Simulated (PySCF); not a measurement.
W(OH)3(H)3 (H6O3W), SMILES [OH][WH3]([OH])[OH], multiplicity 1.

Coordinates come from a B3LYP-D3(BJ)/def2-SVP optimisation. The multiplicity is an assumed one; no other spin state was optimised. The structure was generated by enumeration; whether it is a known compound was not checked. The def2 effective core potentials stand for the cores of W; spin–orbit coupling is left out. Other conformers were not sampled.

Two levels are set side by side: PBE/def2-TZVP (PySCF) and M06-2X/def2-TZVP (PySCF). Same geometry, gas phase. Differences are taken from unrounded values.

| quantity | M06-2X | PBE | PBE minus M06-2X |
|---|---|---|---|
| orbital gap (eV) | 8.76 | 4.56 | -4.20 |
| highest occupied level (eV) | -9.23 | -6.47 | 2.76 |
| lowest empty level (eV) | -0.46 | -1.91 | -1.44 |
| dipole moment (D) | 1.03 | 0.44 | -0.59 |
| mean polarisability (bohr³) | 57.4 | 60.5 | 3.1 |

PBE's occupied levels lie high since its potential decays too fast outside the molecule; exact exchange lowers them and widens the gap. PBE's more diffuse valence density responds more strongly to a field. Differences between two approximate levels are no errors against the true value.

Rough cost on one machine, each run with all the roots and properties that it gave: M06-2X against PBE about 3 times.
